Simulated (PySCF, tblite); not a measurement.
Isomers of C6H9N3O, one GFN2-xTB conformer each. Single-point energies are computed at PBE0/pcSseg-1 (PySCF, gas phase, no added dispersion term), electronic only.

```tsv
SMILES	GFN2-xTB relative energy (kcal/mol)
CCn1cc(C(C)=O)nn1	12.7
C=CCn1ncc(OC)n1	26.4
CCn1cnnc1C(C)=O	0.0
CC(C)n1nncc1C=O	18.1
CC(=O)c1nn(C)nc1C	5.2
C=Cc1c(OC)nnn1C	23.3
```

Conformers: `[CH3:1][CH2:2][n:3]1[cH:4][c:5]([C:6]([CH3:7])=[O:8])[n:9][n:10]1` with C1–C2–N3–C4 78°, C4–C5–C6–C7 178°; `[CH2:1]=[CH:2][CH2:3][n:4]1[n:5][cH:6][c:7]([O:8][CH3:9])[n:10]1` with C1–C2–C3–N4 125°, C2–C3–N4–N5 79°, C6–C7–O8–C9 179°; `[CH3:1][CH2:2][n:3]1[cH:4][n:5][n:6][c:7]1[C:8]([CH3:9])=[O:10]` with C1–C2–N3–C4 95°, N6–C7–C8–C9 3°; `[CH3:1][CH:2]([CH3:3])[n:4]1[n:5][n:6][cH:7][c:8]1[CH:9]=[O:10]` with C1–C2–N4–N5 35°, C7–C8–C9–O10 177°; `[CH3:1][C:2](=[O:3])[c:4]1[n:5][n:6]([CH3:7])[n:8][c:9]1[CH3:10]` with C1–C2–C4–N5 -1°; `[CH2:1]=[CH:2][c:3]1[c:4]([O:5][CH3:6])[n:7][n:8][n:9]1[CH3:10]` with C1–C2–C3–C4 0°, C3–C4–O5–C6 180°.

What does PBE0/pcSseg-1 give for the same structures?

| SMILES | PBE0/pcSseg-1 E (Eh) | PBE0/pcSseg-1 (kcal/mol) | GFN2-xTB (kcal/mol) | point group |
| --- | --- | --- | --- | --- |
| CCn1cnnc1C(C)=O | -472.92883 | 0.0 | 0.0 | C1 |
| CC(=O)c1nn(C)nc1C | -472.92640 | 1.5 | 5.2 | – |
| CCn1cc(C(C)=O)nn1 | -472.91348 | 9.6 | 12.7 | C1 |
| CC(C)n1nncc1C=O | -472.90178 | 17.0 | 18.1 | C1 |
| C=Cc1c(OC)nnn1C | -472.87056 | 36.6 | 23.3 | Cs |
| C=CCn1ncc(OC)n1 | -472.86737 | 38.6 | 26.4 | C1 |

Both levels put the same isomer lowest; measured from each level's own lowest isomer, the values differ by up to 13.3 kcal/mol (C=Cc1c(OC)nnn1C: 23.3 against 36.6). As drawn, the lowest has a C=O bond, which the highest lacks; the highest has a C=C bond outside aromatic rings, which the lowest lacks. Neighbours under 2.5 kcal/mol apart (CCn1cnnc1C(C)=O and CC(=O)c1nn(C)nc1C; C=Cc1c(OC)nnn1C and C=CCn1ncc(OC)n1) can change places with a better method, another conformer or zero-point energy.

Which frontier levels, dipoles and rotational constants go with these structures?

```json
{"SMILES": "CCn1cnnc1C(C)=O", "HOMO (eV, PBE0/pcSseg-1)": "-7.53", "LUMO (eV)": "-1.76", "dipole (D)": "3.41", "A, B, C (MHz)": "1738, 1437, 845.0"}
{"SMILES": "CC(=O)c1nn(C)nc1C", "HOMO (eV, PBE0/pcSseg-1)": "-7.37", "LUMO (eV)": "-1.31", "dipole (D)": "3.48", "A, B, C (MHz)": "2189, 1116, 749.3"}
{"SMILES": "CCn1cc(C(C)=O)nn1", "HOMO (eV, PBE0/pcSseg-1)": "-7.35", "LUMO (eV)": "-1.24", "dipole (D)": "4.19", "A, B, C (MHz)": "3526, 751.2, 654.9"}
{"SMILES": "CC(C)n1nncc1C=O", "HOMO (eV, PBE0/pcSseg-1)": "-8.01", "LUMO (eV)": "-2.15", "dipole (D)": "1.43", "A, B, C (MHz)": "1661, 1461, 900.5"}
{"SMILES": "C=Cc1c(OC)nnn1C", "HOMO (eV, PBE0/pcSseg-1)": "-6.15", "LUMO (eV)": "-0.94", "dipole (D)": "2.64", "A, B, C (MHz)": "1912, 1278, 773.3"}
{"SMILES": "C=CCn1ncc(OC)n1", "HOMO (eV, PBE0/pcSseg-1)": "-6.66", "LUMO (eV)": "-0.16", "dipole (D)": "1.72", "A, B, C (MHz)": "2775, 790.2, 664.0"}
```

What happens when harmonic zero-point energies from GFN2-xTB frequencies are added?

```tsv
SMILES	ZPE (kcal/mol)	electronic (kcal/mol)	with ZPE (kcal/mol)
CCn1cnnc1C(C)=O	93.8	0.0	0.0
CC(=O)c1nn(C)nc1C	92.8	1.5	0.6
CCn1cc(C(C)=O)nn1	93.5	9.6	9.4
CC(C)n1nncc1C=O	93.7	17.0	17.0
C=Cc1c(OC)nnn1C	92.9	36.6	35.7
C=CCn1ncc(OC)n1	93.2	38.6	38.0
```

The zero-point energies span 1.0 kcal/mol. The order is unchanged.
